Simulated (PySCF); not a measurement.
## Spinor energies of F⁴⁺ (fluorine, charge +4)

Start: [He] 2s2 2p1; 2p1/2 filled at m_j = +1/2. Calculated with PySCF 2.14 in x2c-QZVPPall-2c (7s4p3d2f1g, 57 functions): generalised Hartree-Fock with the X2C-1e Hamiltonian and a Gaussian nucleus; one run each with spin-orbit coupling (SO) switched off, then screened by Boettger's factors.

```json
{"spinor shell": "1s1/2", "electrons": "2", "ε, spin-free (eV)": "-832.70", "ε, screened SO (eV)": "-832.68", "weight of nominal j (screened SO)": "1.000", "rms radius, screened SO (bohr)": "0.202"}
{"spinor shell": "2s1/2", "electrons": "2", "ε, spin-free (eV)": "-127.26", "ε, screened SO (eV)": "-127.25", "weight of nominal j (screened SO)": "0.999", "rms radius, screened SO (bohr)": "0.913"}
{"spinor shell": "2p1/2", "electrons": "1", "ε, spin-free (eV)": "-115.05", "ε, screened SO (eV)": "-115.11", "weight of nominal j (screened SO)": "0.942", "rms radius, screened SO (bohr)": "0.845"}
```

| quantity | spin-free | screened SO |
| --- | --- | --- |
| E (hartree) | -92.22029 | -92.22256 |
| M_J | 1/2 | 1/2 |
| ⟨J²⟩ | 1.095 | 0.928 |
| ⟨L²⟩ | 2.008 | 2.007 |
| ⟨S²⟩ | 0.753 | 0.753 |

Each row is a mean over spinors that exchange with the open shell spreads, by up to 0.934 eV (2s1/2).

⟨J²⟩ departs a little from M_J(M_J + 1) because the unrestricted spinors polarise the closed shells.

Without spin-orbit coupling the j labels of p, d and f shells carry no meaning; the spin-free column gives the mean over the occupied spinors of each nl shell, and its ⟨J²⟩ belongs to a mixture of degenerate components.
